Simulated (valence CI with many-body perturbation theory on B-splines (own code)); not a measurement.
**Hg⁹⁺ in brief**

Method: configuration interaction combined with many-body perturbation theory (CI+MBPT): three valence electrons over a frozen Dirac-Fock core [Xe] 4f14, radial functions for each j: 7 s, 7 p, 8 d, 6 f, 4 g, 1 h, with the one-electron correlation potential Σ1, the two-electron term Σ2, the three-electron term Σ3, Breit, model QED; selected CI, second order for the rest, scaled by the run's own slope (own B-spline code, finite nucleus).

No measured levels were compared; by estimate terms of the open shell hold to 2 to 4 % of their energy, and close levels can change places. Only levels of the ground parity were solved; by the run's estimate the other parity begins above the list, which can be wrong where configurations are misplaced.

Levels are named by their leading jj configuration (3d3/2^4 stands for four electrons in 3d with j = 3/2), which in mixed levels can hold well under half, so a name can repeat and another be missing.

Rates and lifetimes use the calculated energies. Strong lines usually hold to 10 to 20 %, long lifetimes can be off by a factor of two.

**Question.** What is the ground level?

**Answer.** (5d3/2^3) J=3/2, composition 71 % 5d3 4F + 22 % 5d3 2D + 4 % 5d3 2P, g = 0.552.

**Question.** How well does LS coupling describe the low levels?

**Answer.** Among the lowest 20 levels the leading LS term, summed over configurations, holds 71 % on average. For single configurations the figures are 71 % in LS and 83 % in jj coupling. Terms mix most in the J = 9/2 level at 3.353 eV, where the leading one holds 41 %.

**Question.** Name the longest-lived excited levels whose lifetime is computed, and their main decay.

**Answer.** (5d3/2^2 5d5/2) J=9/2 at 3.353 eV lives 1.83 s, mostly by M1 to (5d3/2^2 5d5/2) J=7/2; (5d3/2^2 5d5/2) J=7/2 at 2.920 eV lives 53.4 ms, mostly by M1 to (5d3/2^2 5d5/2) J=5/2.

**Question.** What is the ionisation energy?

**Answer.** 154.01 eV; NIST lists 153 ± 2.2 eV (theoretical).
